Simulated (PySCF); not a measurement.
# What builds the second ionisation energy along the 4d series

Calculated with PySCF 2.14 from differences of total energies of unrestricted determinants, without spin-orbit coupling. Each column adds one step, in eV (sums use unrounded values): valence MP2, valence CCSD, valence triples, then the next inner shell at CCSD(T) (Zr 4s 4p, Nb 4s 4p, Mo 4s 4p, Ru 4s 4p, Ag 4s 4p, Cd 4s 4p). References (NIST) marked * lie between the lowest fine-structure levels; the others compare directly ((s) semi-empirical, (t) theoretical).

| element | UHF | + MP2 | + CCSD | + (T) | + inner shell | sum | reference |
| --- | --- | --- | --- | --- | --- | --- | --- |
| Zr [Kr] 4d2 5s1 → [Kr] 4d2 (def2-QZVPPD with the def2 core potential (28 electrons), ECP) | 12.297 | 0.234 | 0.072 | 0.004 | 0.409 | 13.017 | 13.13 * |
| Nb [Kr] 4d4 → [Kr] 4d3 (def2-QZVPPD with the def2 core potential (28 electrons), ECP) | 13.054 | 0.560 | 0.074 | 0.016 | 0.302 | 14.005 | 14.32 (s) * |
| Mo [Kr] 4d5 → [Kr] 4d4 (def2-QZVPPD with the def2 core potential (28 electrons), ECP) | 15.102 | 0.674 | 0.039 | 0.023 | 0.171 | 16.010 | 16.16 ± 0.12 (s) * |
| Ru [Kr] 4d7 → [Kr] 4d6 (def2-QZVPPD with the def2 core potential (28 electrons), ECP) | 14.979 | 1.445 | -0.091 | 0.089 | 0.009 | 16.432 | 16.76 ± 0.06 (s) * |
| Ag [Kr] 4d10 → [Kr] 4d9 (def2-QZVPPD with the def2 core potential (28 electrons), ECP) | 19.719 | 2.134 | -0.422 | 0.134 | -0.105 | 21.460 | 21.484 * |
| Cd [Kr] 4d10 5s1 → [Kr] 4d10 (def2-QZVPPD with the def2 core potential (28 electrons), ECP) | 15.585 | 1.243 | -0.188 | 0.084 | 0.121 | 16.845 | 16.908 |

What remains against the references is mostly basis incompleteness and, for starred values, spin-orbit coupling.

These are valence bases, so the inner-shell step is incomplete.
